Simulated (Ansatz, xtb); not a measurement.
# Isomers of FGeH2NS in order of energy

5 gas-phase structures of FGeH2NS, found in a search over its isomers (lower ones may exist). Each was relaxed with GFN2-xTB:

A. a singlet given by its coordinates
B. `[F]/[Ge-]=[NH+]\S`, a singlet
C. `[H]/[N]=[Ge](\[F])[SH]`, a singlet
D. a singlet given by its coordinates
E. `[NH2][Ge]([F])=[S]`, a singlet

D (Å):

```xyz
6

F    -4.0628   -1.1666    0.9490
Ge   -2.7084   -1.6824    2.0890
N    -1.5711    0.0662    1.3417
S    -0.9609   -1.4535    0.6195
H    -2.0271    0.6247    0.6250
H    -0.8064    0.5951    1.7485
```

Close contacts (Å): F1–Ge2 1.84, Ge2–N3 2.22, Ge2–S4 2.29, N3–S4 1.79, N3–H5 1.02, N3–H6 1.01.

A (Å):

```yaml
atoms:
  - { symbol: F, position_ang: [-0.5770, 1.8844, 1.5371] }
  - { symbol: Ge, position_ang: [-2.2357, 1.3129, 0.9789] }
  - { symbol: N, position_ang: [-0.2450, 2.3617, -1.3384] }
  - { symbol: S, position_ang: [-1.8502, 1.7266, -1.2155] }
  - { symbol: H, position_ang: [0.4257, 1.6953, -0.9691] }
  - { symbol: H, position_ang: [-0.1670, 3.2247, -0.8098] }
```

Close contacts (Å): F1–Ge2 1.84, Ge2–S4 2.27, N3–S4 1.73, N3–H5 1.02, N3–H6 1.01.

Estimate their order in r2SCAN-D4/def2-SVP energy at these geometries, lowest first.

Calculated order at r2SCAN-D4/def2-SVP: E (0.0), D (15.4), A (21.6), B (26.1), C (35.9) kcal/mol.

Energies above the lowest of each column, in kcal/mol; the last columns are at B3LYP/6-31G* geometries and were run for some of them only (a dash: not run or not comparable):

```csv
structure,GFN2-xTB,HF/STO-3G,r2SCAN-D4/def2-SVP,B3LYP/6-31G*,CCSD(T)/def2-TZVP
E,9.8,0.0,0.0,0.0,0.0
D,0.0,8.2,15.4,6.3,16.4
A,4.3,18.2,21.6,12.3,23.7
B,7.8,9.2,26.1,–,–
C,31.4,32.9,35.9,–,–
```

CCSD(T)/def2-TZVP puts E lowest of those it was run on; GFN2-xTB picks D. Some further structures that were screened fall inside this span and aren't listed. Flexible structures stand in one conformer each, not always the lowest. Frequencies (B3LYP/6-31G*) were run for A, D, E alone.

Over these structures GFN2-xTB departs from r2SCAN-D4/def2-SVP by 9.4 kcal/mol on average once a common shift is removed. A GFN2-xTB relaxation took about 0.11 s and the r2SCAN-D4/def2-SVP energy about 1.7 s on a shared host (Ansatz 0.2.0, xtb 6.7.1 (Pople sets with spherical d functions)).
